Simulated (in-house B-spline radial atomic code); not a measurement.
Successive ionisation energies of cerium; each step leads to the configuration of the next row (after the last: [Ar] 3d4). NIST's values go from ground level to ground level; the uncertainty of those that are theory runs from under 0.1 % in few-electron ions to several per cent in heavy many-electron ones. Computed with a radial B-spline atomic code at the basis-set limit: non-relativistic Hartree-Fock, average of the configuration, point nuclei.

This level leaves out relativity, spin-orbit splitting included, which matters for heavy ions.

```
  ion      configuration  ionisation energy (eV)  tabulated value (eV)  computed minus tabulated (eV)  highest orbital  largest mean radius (bohr)
Ce24+  [Ar] 3d10 4s2 4p4                   819.8                   824                           -4.2               4p                     0.60956
Ce25+  [Ar] 3d10 4s2 4p3                   857.5                   862                           -4.5               4p                     0.60448
Ce26+  [Ar] 3d10 4s2 4p2                       ?                     ?                              ?                ?                           ?
Ce27+  [Ar] 3d10 4s2 4p1                   934.2                   965                          -30.8               4p                     0.59462
Ce28+      [Ar] 3d10 4s2                       ?                     ?                              ?                ?                           ?
Ce29+      [Ar] 3d10 4s1                  1063.5                1103.5                          -40.0               4s                     0.58416
Ce30+          [Ar] 3d10                       ?                     ?                              ?                ?                           ?
Ce31+           [Ar] 3d9                  2010.7                  1994                           16.7               3d                     0.28486
Ce32+           [Ar] 3d8                  2102.9                  2087                           15.9               3d                     0.28297
Ce33+           [Ar] 3d7                  2196.6                  2185                           11.6               3d                      0.2811
Ce34+           [Ar] 3d6                  2291.8                  2280                           11.8               3d                     0.27925
Ce35+           [Ar] 3d5                  2388.5                  2378                           10.5               3d                     0.27741
```

Fill in the row of Ce26+.

ionisation energy (eV): 895.6; tabulated value (eV): 924; computed minus tabulated (eV): -28.4; highest orbital: 4p; largest mean radius (bohr): 0.5995.

Fill in the row of Ce28+.

ionisation energy (eV): 1022.2; tabulated value (eV): 1060; computed minus tabulated (eV): -37.8; highest orbital: 4s; largest mean radius (bohr): 0.58875.

Fill in the row of Ce30+.

ionisation energy (eV): 1920.1; tabulated value (eV): 1908; computed minus tabulated (eV): 12.1; highest orbital: 3d; largest mean radius (bohr): 0.28676.

Where is the largest jump?

From Ce29+ to Ce30+, by a factor of 1.81 (1063.5 to 1920.1 eV); the highest orbital goes from 4s to 3d.
